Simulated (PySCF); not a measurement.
## [Eu(H2O)4]3+: from a saddle point downhill

PySCF 2.14.0, RKS PBE0, Eu lcecp-1-SVP with ECP52, O def2-SVP, H def2-SVP; non-relativistic Hamiltonian with scalar-relativistic core potentials where named; density fitting; no spin-orbit coupling. Relaxed within the symmetry of its start, the geometry (D2d) is

```xyz
13

Eu    0.0000    0.0000    0.0000
O     1.3356    1.3442    1.3442
H     1.7048    1.1448    2.2339
H     1.7048    2.2339    1.1448
O    -1.3356   -1.3442    1.3442
H    -1.7048   -1.1448    2.2339
H    -1.7048   -2.2339    1.1448
O     1.3356   -1.3442   -1.3442
H     1.7048   -2.2339   -1.1448
H     1.7048   -1.1448   -2.2339
O    -1.3356    1.3442   -1.3442
H    -1.7048    2.2339   -1.1448
H    -1.7048    1.1448   -2.2339
```

and its lowest harmonic modes are -141, -55, -55, -26, 44, 54 cm⁻¹ (negative: unstable). It was moved along the lowest mode and relaxed again, within the group S4 that the move left.

(1) Where does it end, and how much lower?

(2) How do the contacts change?

(3) Is the end a minimum?

An lcecp potential fixes the number of 4f electrons, so in runs with it no electron can move into or out of that shell.

State: singlet in the valence, with the 4f electrons in the core potential.

## Answers

(1) In S4, 0.045 eV lower, after 15 steps:
```xyz
13

Eu    0.0000    0.0000    0.0000
O     1.3856    1.3474    1.2831
H     2.1862    1.0884    1.7925
H     1.3203    2.3162    1.4420
O    -1.3856   -1.2831    1.3474
H    -1.3203   -1.4420    2.3162
H    -2.1862   -1.7925    1.0884
O     1.3856   -1.3474   -1.2831
H     1.3203   -2.3162   -1.4420
H     2.1862   -1.0884   -1.7925
O    -1.3856    1.2831   -1.3474
H    -2.1862    1.7925   -1.0884
H    -1.3203    1.4420   -2.3162
```

(2) 
| contact | saddle (Å) | end (Å) |
| --- | --- | --- |
| Eu1–O2 (H2O) | 2.323 | 2.320 |
| Eu1–O5 (H2O) | 2.323 | 2.320 |
| Eu1–O8 (H2O) | 2.323 | 2.320 |
| Eu1–O11 (H2O) | 2.323 | 2.320 |


(3) Yes; lowest modes 37, 37, 42, 55, 60, 98 cm⁻¹.
